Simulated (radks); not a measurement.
Values are calculated unless marked as measured or tabulated.
The mean radii <r> (bohr) of the occupied orbitals of an atom or ion are listed with their occupations. Level of theory: Dirac Kohn-Sham, LDA (Slater exchange, Perdew-Wang correlation), spin-unpolarised, spherical densities, point nucleus (a radial shooting solver on a logarithmic mesh with Libxc functionals).

| orbital | occ. | <r> |
|---|---|---|
| 1s1/2 | 2 | 0.02002 |
| 2s1/2 | 2 | 0.08436 |
| 2p1/2 | 2 | 0.07012 |
| 2p3/2 | 4 | 0.07751 |
| 3s1/2 | 2 | 0.2205 |
| 3p1/2 | 2 | 0.2102 |
| 3p3/2 | 4 | 0.2239 |
| 3d3/2 | 4 | 0.1971 |
| 3d5/2 | 6 | 0.2014 |
| 4s1/2 | 2 | 0.4814 |
| 4p1/2 | 2 | 0.4852 |
| 4p3/2 | 4 | 0.5115 |
| 4d3/2 | 4 | 0.5183 |
| 4d5/2 | 6 | 0.5263 |
| 4f5/2 | 3 | 0.5269 |

Name the element and its charge. Open shells, if any, fill j = l - 1/2 first.

Answer. Z = 69, thulium, charge +20: Tm20+ in [Kr] 4d10 4f3. The 1s radius gives Z: for a bare nucleus <r> = (2 gamma + 1)/(2Z) with gamma = sqrt(1 - (Z/c)^2), 0.01977 bohr for Z = 69, and screening makes it slightly larger (0.02002 here). The occupations add up to 49, and the charge is Z minus that.
